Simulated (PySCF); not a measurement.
Ga(F)3(SH2), H2F3GaS, singlet at its CAM-B3LYP/def2-SVP optimised geometry (Å):

```
7

Ga    -0.5578    -1.3202     0.0000
F     -1.3837    -1.8890    -1.4186
F      1.1880    -1.3202     0.0000
F     -1.3385    -1.5383     1.5471
S     -0.8084     1.1827     0.0000
H     -1.1880     1.1325     1.2969
H      0.5036     1.3202     0.2971
```

Method: CAM-B3LYP/def2-TZVP (PySCF 2.14.0).

Map of the electron localisation function on the plane z = 1.0 Å:

```
|00000000000000000000000000000|
|00000000000000000000000000000|
|00000000111110000000000000000|
|00000001122211000000000000000|
|00000011233221111110000000000|
|00000013444432224443100000000|
|00000135666543346886300000000|
|00000247888753468998610000000|
|00001368999864579999720000000|
|00001379999974579998610000000|
|00001379999974468887300000000|
|00000258999864346642000000000|
|00000025787653222100000000000|
|00000001244432110000000000000|
|00000000001111000000000000000|
|00000000000000000001110000000|
|00000011111100000122321000000|
|00001234443211001234432100000|
|00012356765311001355543100000|
|00012467877411001456543100000|
|00013568887521001355543100000|
|00013567887521001345542100000|
|00012457777521000233332100000|
|00001345665421000122221000000|
|00001233443210000011110000000|
|00000112222100000000000000000|
|00000001111000000000000000000|
|00000000000000000000000000000|
|00000000000000000000000000000|
```
Scale: ten equal steps from 0.000 (start of '0') to 0.991 (end of '9'), in the order '0123456789'; x runs from -3.50 to 3.50, y from -3.50 (bottom) to 3.50 (top).
